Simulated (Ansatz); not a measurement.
Relaxation of ClGeH₄N (7 atoms, charge 0, multiplicity 1), to a largest force component of 0.015 eV/Å in at most 40 steps.

Method: Ansatz, RKS B3LYP-D4/def2-SVP.

```xyz
7
Properties=species:S:1:pos:R:3:forces:R:3
N -1.073 0.162 -0.486 -0.51 2.35 -1.86
Ge 0.467 -0.083 0.428 0.20 -0.59 1.43
Cl 2.086 0.585 -0.829 0.66 0.15 -0.24
H -1.075 1.233 -0.744 -0.31 -2.50 0.52
H -1.041 -0.323 -1.416 -0.10 0.43 0.95
H 0.647 -1.588 0.794 0.04 0.29 -0.24
H 0.447 0.756 1.758 0.02 -0.14 -0.56
```

Problem. Where does it end, and by what steps?

Solution. The forces met the threshold. After 5 steps the energy has fallen by 0.250 eV; Cl3 moved furthest, 0.26 Å.

```csv
step,energy less start (eV),largest force component (eV/Å),accepted
0,0.0000,2.504,yes
1,-0.2076,0.939,yes
2,-0.2403,0.240,yes
3,-0.2487,0.115,yes
4,-0.2495,0.015,yes
5,-0.2496,0.003,yes
```

```xyz
7
Properties=species:S:1:pos:R:3
N -1.045 0.207 -0.510
Ge 0.501 -0.068 0.422
Cl 2.300 0.535 -0.696
H -1.257 1.180 -0.722
H -1.143 -0.344 -1.361
H 0.639 -1.573 0.688
H 0.462 0.805 1.683
```

The run took 46 s on 1 thread of Intel(R) Xeon(R) Platinum 8488C (Sapphire Rapids), with other jobs on the host, peak memory 0.2 GiB.
